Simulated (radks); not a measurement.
The numbers below are computed, except where a source is named.
Question: Radial electron density D(r) = 4 pi r^2 rho(r) of an atom or ion with 12 electrons. Code: a radial shooting solver on a logarithmic mesh with Libxc functionals. Model: Dirac Kohn-Sham, LDA (Slater exchange, Perdew-Wang correlation), spin-unpolarised, spherical densities, point nucleus.

r (bohr),D(r) (e/bohr)
0.004743,0.5531
0.005348,0.6896
0.005981,0.8453
0.006744,1.049
0.007604,1.298
0.008505,1.578
0.009589,1.939
0.01081,2.373
0.01219,2.891
0.01363,3.459
0.01537,4.168
0.01733,4.990
0.01939,5.864
0.02186,6.915
0.02465,8.079
0.02757,9.253
0.03108,10.58
0.03505,11.95
0.0392,13.20
0.0442,14.46
0.04983,15.56
0.05574,16.37
0.06284,16.92
0.07085,17.08
0.07925,16.85
0.08936,16.21
0.1007,15.21
0.1127,14.08
0.1271,12.82
0.1433,11.73
0.1615,11.00
0.1807,10.79
0.2037,11.14
0.2297,12.03
0.2569,13.17
0.2896,14.45
0.3266,15.46
0.3653,15.88
0.4118,15.56
0.4643,14.38
0.5194,12.63
0.5856,10.30
0.6603,7.842
0.7385,5.749
0.8327,3.962
0.9388,2.757
1.05,2.121
1.184,1.812
1.335,1.692
1.493,1.594
1.684,1.410
1.898,1.130
2.14,0.8028
2.394,0.5165
2.699,0.2789
3.043,0.1280
3.404,0.05265
3.838,0.01681
4.327,0.004324
4.84,0.0009811
5.457,0.0001549

What is the nuclear charge?

Answer: Z = 15. The innermost maximum, from 1s, lies near gamma/Z bohr with gamma = sqrt(1 - (Z/c)^2) = 0.994, here 0.0663 bohr (found: 0.0697), and its height grows with Z. The density is that of the phosphorus ion P3+ in [Ne] 3s2; the configuration itself is not fixed sharply by these data, and Z only to about a unit. D(r) has 2 maxima, at r = 0.0697, 0.371 bohr, and minima at 0.179 bohr, inside which lie 2.20 electrons.
